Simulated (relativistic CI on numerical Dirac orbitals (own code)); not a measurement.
## Level scheme of Ce²⁺

Calculated at this level of theory: Dirac-Coulomb-Breit CI, KLI orbitals optimised for each configuration, model QED (radiative potential, 1s self-energy scaled to tabulated hydrogen-like ionisation energies), valence Slater integrals scaled by 0.8 (own radial code, finite nucleus).

CI space (outside the closed core [Xe]): 4f2.

The lowest level is 4f2 3H_4, with 97 % of that term; Hund's rules for 4f2 give 3H with J = 4, in agreement.

```csv
No.,Configuration,Term,J,E (cm⁻¹),%,Next component (%),Landé g
1,4f2,3H,4,0.0,97,3 1G,0.805
2,4f2,3H,5,1455.0,100,,1.033
3,4f2,3H,6,2986.2,100,,1.166
4,4f2,3F,2,4277.8,99,1 1D,0.670
5,4f2,1G,4,5097.0,54,44 3F,1.106
6,4f2,3F,3,5186.1,100,,1.083
7,4f2,3F,4,7080.4,56,43 1G,1.137
8,4f2,1D,2,14603.5,94,5 3P,1.019
9,4f2,1I,6,17372.0,100,,1.000
10,4f2,3P,0,18417.2,99,1 1S,
11,4f2,3P,1,18777.0,100,,1.501
12,4f2,3P,2,19458.7,95,5 1D,1.476
13,4f2,1S,0,39864.4,99,1 3P,
```

Energies count from the lowest computed level.

The mean weight of the leading LS term, summed over parents, in these 13 levels is 92 %, and that of the leading jj configuration (from the same eigenvectors) 79 %, so LS coupling describes them better.

One configuration and one scale for all Slater integrals: terms of lower spin can come out thousands of cm⁻¹ low, and their order can be wrong. 11 of the 27 excited levels that our extract of the measured tables holds in this range could be paired (the sources list more); they are missed by 1710 cm⁻¹ on average and 7026 at most, and levels without a partner can miss by more. Some levels of the ground configuration have no partner and can miss by 10 % or more.

Landé's interval rule says that E(J) − E(J−1) = AJ with one A. For the ground term the intervals give A = 291.0, 255.2 cm⁻¹ for J = 5, 6; the multiplet is regular.

LS names give the leading component of a level, which can be under half, so a name can repeat, a term be missing and a line seem to break the LS rules.
